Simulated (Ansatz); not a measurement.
## Relative stability

Two relaxed structures of AlBH4SO, closed shell (PBE0-D4/def2-TZVP; forces vanish, vibrations not checked).

A:

```tsv
atom	x (Å)	y (Å)	z (Å)
O1	-1.0486	1.9576	-1.0910
B2	-0.3869	1.0417	-0.3538
S3	-0.4940	-0.7356	-0.7636
Al4	0.7892	-1.5593	0.8079
H5	-1.5552	1.5829	-1.8181
H6	0.2625	1.4393	0.5660
H7	1.4749	-0.5970	1.8533
H8	0.9580	-3.1296	0.7993
```

B:

```
8
angstrom
O 1.0895 -0.8362 0.3749
B 0.0208 0.4367 0.3628
S -1.7155 -0.3305 0.0740
Al -0.7907 0.9557 -1.4356
H -1.3274 1.4088 -2.8529
H 0.2736 1.0200 1.3774
H 1.2582 -1.0783 1.2964
H 0.5685 -1.5583 -0.0178
```

Computed with Ansatz 0.2.0 (basis: def2-TZVPP); correlated methods freeze the cores. B3LYP uses VWN-RPA correlation.

**Question.** Which structure is lower at CCSD(T), and by how much? (Judge from chemistry; the value comes from the calculation.)

**Answer.** The calculation gives: A, by 2.623 eV (electronic energy, against the other). By their contacts, A is AlBH₄SO ([OH][BH][S][AlH2]) and B is AlBH₄SO ([OH2][BH]1[AlH][S]1).

All methods give the same order:

| method | E(B) − E(A) (eV) |
| --- | --- |
| PBE-D4 | 2.365 |
| r2SCAN-D4 | 2.555 |
| PBE0-D4 | 2.478 |
| B3LYP-D4 | 2.728 |
| wB97M-V | 2.628 |
| HF | 3.265 |
| MP2 | 2.614 |
| CCSD | 2.722 |
| CCSD(T) | 2.623 |

The T1 diagnostic stays at or below 0.014.

Labels in which every atom is bracketed show which atoms are joined, not bond orders.

For scale, one of the runs: CCSD(T)/def2-TZVPP, 202 basis functions, launched by `ansatz run in.yaml --threads 2 --pin off --events-out ev --progress --plain --max-ram 4352MiB`. Hardware: 2 CPU threads of an Intel Xeon 6975P-C, shared host. Wall time 23 s; peak host memory 2.5 GiB.
